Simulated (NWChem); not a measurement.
System: C$_{3}$H$_{7}$NSi; SMILES [C@H]1(N=C[SiH2]1)C

The following NWChem deck was run.

```
start job
memory heap 200 mb stack 900 mb global 1100 mb
geometry units angstroms noautosym nocenter noautoz
  C      0.487614    -1.940807    -0.280355
  C      0.052512    -0.704256     0.479239
  N     -1.312590    -0.250107     0.096656
  C     -1.166516     0.978843    -0.250312
  Si     0.697848     1.045613     0.013368
  H      0.531873    -1.756458    -1.365252
  H      1.483782    -2.273967     0.048368
  H     -0.224362    -2.764588    -0.111359
  H      0.057934    -0.913277     1.563385
  H     -2.025175     1.584658    -0.574508
  H      1.259843     1.952465     1.065396
  H      1.559809     1.160147    -1.206312
end
basis spherical
  C library def2-svp
  N library def2-svp
  Si library def2-svp
  H library def2-svp
end
dft
  xc xpbe96 cpbe96
  iterations 150
end
property
  efieldgrad
end
task dft property
```

Coordinates come from a PBE0/def2-SVP optimisation. Not confirmed as a minimum by frequencies.

Vzz is the largest principal value of the second derivative of the potential at the nucleus (NWChem prints the opposite sign); η is the asymmetry. Non-relativistic.

Atoms are numbered as in the input.

Question: What results follow from this input? (PBE/def2-SVP.) Quantities: Vzz N3 (a.u.); η N3.

Answer: 
```
Property        Value
-------------  ------
Vzz N3 (a.u.)  -0.950
η N3             0.54
```
